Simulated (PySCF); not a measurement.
H4SiSn, SMILES [SnH][SiH3] (connectivity only; charge and spin as stated), neutral, multiplicity 1.

The structure is a stationary point at B3LYP-D3(BJ)/def2-TZVP. The def2 effective core potentials stand for the cores of Sn; spin–orbit coupling is left out.

The numbers are results of B3LYP-D3(BJ)/def2-TZVP in PySCF, not measurements.

Frequencies are harmonic and unscaled.

| mode | ν (cm⁻¹) | IR (km/mol) | Raman (Å⁴/amu) | depolarisation | moving atoms (share of kinetic energy) |
|---|---|---|---|---|---|
| 1 | 89 | 0.0 | 14.1 | 0.75 | H 98 % |
| 2 | 264 | 8.7 | 32.0 | 0.26 | Si 70 %, Sn 20 %, H 10 % |
| 3 | 337 | 22.7 | 7.7 | 0.75 | H 93 % |
| 4 | 348 | 15.5 | 2.8 | 0.50 | H 96 % |
| 5 | 580 | 42.0 | 8.0 | 0.65 | H 92 % |
| 6 | 855 | 339.6 | 16.5 | 0.17 | H 91 %, Si 9 % |
| 7 | 938 | 49.3 | 15.3 | 0.72 | H 97 % |
| 8 | 955 | 39.6 | 15.8 | 0.75 | H 97 % |
| 9 | 1696 | 338.4 | 218.8 | 0.38 | H 99 % |
| 10 | 2174 | 92.4 | 273.7 | 0.02 | H 98 % |
| 11 | 2186 | 107.0 | 125.2 | 0.75 | H 96 % |
| 12 | 2197 | 123.0 | 141.5 | 0.57 | H 96 % |
